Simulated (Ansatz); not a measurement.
`[F][GeH2][SiH2][SiH3]` + BH₃ → `[BH2][GeH2][SiH2][SiH3]` + H–F  (formal exchange of groups at a Ge–F bond)

Isolated molecules relaxed with PBE0-D4/def2-TZVP in Ansatz; ΔE leaves out vibrations. CCSD(T)/CBS adds triple-zeta CCSD(T) − MP2 to the extrapolated MP2 energy (def2 sets, frozen cores). This one scheme is used for every species. DFT in def2-TZVPP. B3LYP here is the variant with VWN-RPA as its local correlation; programs differ in this. For Ge outer-core shells are correlated without core-valence functions, which leaves a few kJ/mol of doubt a bond. Scalar relativity is left out up to krypton. Each species was taken in one conformer, which may not be the lowest.

**Question.** Is it downhill or uphill in electronic energy at CCSD(T)/CBS, and by how much? (An estimate is asked.)

**Answer.** Ansatz gave: Uphill: ΔE = +41.0 kJ/mol.

**Question.** What do these levels give: PBE-D4, r2SCAN-D4, B3LYP-D4, ωB97X-V, PBE, r2SCAN, PBE0, HF/def2-TZVPP, SCS-MP2/def2-TZVPP, HF/def2-QZVPP, SCS-MP2/def2-QZVPP, CCSD/CBS(def2)? (An estimate is asked.)

**Answer.** Computed: PBE-D4 37.1, r2SCAN-D4 49.2, B3LYP-D4 56.5, ωB97X-V 59.6, PBE 41.4, r2SCAN 50.4, PBE0 42.6, HF/def2-TZVPP 86.0, SCS-MP2/def2-TZVPP 58.3, HF/def2-QZVPP 88.8, SCS-MP2/def2-QZVPP 56.9, CCSD/CBS(def2) 44.8 kJ/mol.

Largest T1 diagnostic among the species: 0.013.

The D4 term adds −6.8 kJ/mol with B3LYP and −3.9 kJ/mol with PBE0; it sums over pairs of atoms, weighted by their polarisabilities, and B3LYP, whose exchange is more repulsive, gets the larger term. In def2-TZVPP, CCSD(T) changes the Hartree–Fock value by −40.1 kJ/mol (the triples alone add −3.8 kJ/mol) and MP2 by −39.9 kJ/mol.
